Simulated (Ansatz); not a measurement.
The same path of BrH$_{6}$NSi$_{2}$ (10 atoms, charge 0, multiplicity 1) was run twice with different band settings.

All numbers below come from RKS PBE0-D4/def2-SVP (Ansatz 0.2.0).

Relaxed end points:

```xyz
10
Properties=species:S:1:pos:R:3
Si 0.033 0.160 -0.822
Br 1.848 1.425 -1.308
N 0.292 -1.538 -0.900
H 0.396 -1.990 -1.803
H -0.974 0.510 -1.862
Si -0.537 0.761 1.365
H 0.872 -1.989 -0.201
H -0.688 2.243 1.464
H 0.568 0.317 2.271
H -1.809 0.102 1.796
```

```xyz
10
Properties=species:S:1:pos:R:3
Si 0.026 0.162 -0.825
Br 1.819 1.444 -1.346
N 0.308 -1.533 -0.886
H 0.911 -1.968 -0.196
H -0.999 0.482 -1.857
Si -0.536 0.762 1.364
H 0.398 -1.997 -1.784
H -0.632 2.247 1.488
H 0.541 0.258 2.273
H -1.836 0.143 1.769
```

Common settings: spring 5.0 eV/Å²; optimiser quadratic models (default); start path through a guess of the saddle point; force threshold 0.05 eV/Å; iteration limit 60; end points relaxed.

| run | movable images | climbing image |
| --- | --- | --- |
| 1 | 5 | yes |
| 2 | 2 | no |

(1) What does each run give, and how far can it be trusted?

Answers

(1) Run 1: converged after 19 iterations, highest image 0.186 eV above the first end. A vibrational analysis at the climbing image gives one clearly imaginary mode, 252i cm⁻¹: a first-order saddle point.
Run 2: converged after 14 iterations, highest image 0.151 eV above the first end. No image climbed, so the highest image needn't sit at the top of the path. So few images can step over the top or miss a turn of the path.
